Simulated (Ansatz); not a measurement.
System: SnCl, net charge 1, singlet state. 
Structure (B3LYP-D3(BJ)/def2-TZVP (Ansatz, a quantum-chemistry and plane-wave program) minimum search):
SMILES: [Cl][Sn+]
```xyz
2

Sn     0.0000     0.0000    -0.5785
Cl     0.0000     0.0000     1.7014
```
Charge +1, spin multiplicity 1.

Parts of the frozen-core correlation energy in def2-SVP (Ansatz, hartree). Frozen orbitals: 14; correlated occupied orbitals by spin: 5 and 5; virtual: 25 and 25. No spin-orbit coupling. In def2 rows, elements after Kr have scalar-relativistic effective core potentials.

| term | value |
|---|---|
| reference (HF) | -672.50044 |
| MP2 opposite-spin | -0.13446 |
| MP2 same-spin | -0.04436 |
| CCSD correlation | -0.20015 |
| (T) | -0.00624 |
| CCSDT minus CCSD(T) | -0.00072 |
| CCSDT(Q) minus CCSD(T) | -0.00134 |
| T1 diagnostic | 0.021 |
| largest doubles amplitude | 0.060 |
